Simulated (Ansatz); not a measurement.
Gas-phase electronic energies from Ansatz, PBE0-D4/def2-TZVP geometries. CBS: MP2 limit from def2 TZ/QZ plus the TZ coupled-cluster correction, frozen cores. This one scheme is used for every species. Functionals use def2-TZVPP. B3LYP here is the variant with VWN-RPA as its local correlation; programs differ in this. HSE06 is defined as in plane-wave codes. For Ga outer-core shells are correlated without core-valence functions, which leaves a few kJ/mol of doubt a bond. Scalar relativity is left out up to krypton. Each species was taken in one conformer, which may not be the lowest.

`[CH3][GaH][SiH3]` + `[OH][Al]([OH])[SH]` → `[OH][Al]([SH])[O][SiH3]` + `[CH3][GaH2]`  (cleavage of the Si–Ga bond)

| level | ΔE (kJ/mol) | difference from CCSD(T)/CBS |
| --- | --- | --- |
| LDA (SPW92) | -70.7 | 20.4 |
| PBE-D4 | -67.6 | 23.5 |
| revPBE-D4 | -69.2 | 21.9 |
| BLYP-D4 | -85.4 | 5.7 |
| r2SCAN-D4 | -87.9 | 3.2 |
| B97M-V | -97.4 | -6.3 |
| PBE0-D4 | -77.7 | 13.4 |
| B3LYP-D4 | -92.5 | -1.4 |
| r2SCANh-D4 | -89.5 | 1.6 |
| r2SCAN0-D4 | -91.9 | -0.8 |
| HSE06-D4 | -77.4 | 13.7 |
| BHLYP-D4 | -104.7 | -13.6 |
| CAM-B3LYP-D4 | -100.9 | -9.8 |
| ωB97X-V | -93.5 | -2.4 |
| ωB97M-V | -94.5 | -3.4 |
| B2PLYP | -96.6 | -5.5 |
| PBE-QIDH | -90.5 | 0.6 |
| PBE | -67.5 | 23.6 |
| BLYP | -84.9 | 6.2 |
| r2SCAN | -87.6 | 3.5 |
| B3LYP | -92.4 | -1.3 |
| r2SCANh | -89.2 | 1.9 |
| r2SCAN0 | -91.6 | -0.5 |
| HSE06 | -77.2 | 13.9 |
| BHLYP | -105.6 | -14.5 |
| CAM-B3LYP | -100.7 | -9.6 |
| HF/def2-SVP | -118.2 | -27.1 |
| MP2/def2-SVP | -98.6 | -7.5 |
| CCSD/def2-SVP | -95.5 | -4.4 |
| CCSD(T)/def2-SVP | -93.0 | -1.9 |
| HF/def2-TZVPP | -123.6 | -32.5 |
| MP2/def2-TZVPP | -98.2 | -7.1 |
| SCS-MP2/def2-TZVPP | -103.9 | -12.8 |
| CCSD(T)/def2-TZVPP | -92.7 | -1.6 |
| HF/def2-QZVPP | -126.8 | -35.7 |
| MP2/def2-QZVPP | -98.4 | -7.3 |
| SCS-MP2/def2-QZVPP | -104.4 | -13.3 |
| HF/CBS(def2) | -127.2 | -36.1 |
| MP2/CBS(def2) | -96.7 | -5.6 |
| CCSD/CBS(def2) | -94.9 | -3.8 |
| CCSD(T)/CBS | -91.1 | 0 |

Largest T1 diagnostic among the species: 0.012.

From BLYP to BHLYP (50 % exact exchange), in def2-TZVPP and without D4, ΔE moves by −20.7 kJ/mol. Leaving LDA and LC-ωPBE aside and taking each functional with its dispersion term where it has one, the values spread over 37.1 kJ/mol, from BHLYP-D4 to PBE-D4. LDA lies −3.3 kJ/mol from PBE without D4. In def2-TZVPP, CCSD(T) changes the Hartree–Fock value by +30.9 kJ/mol (the triples alone add +3.8 kJ/mol) and MP2 by +25.4 kJ/mol.
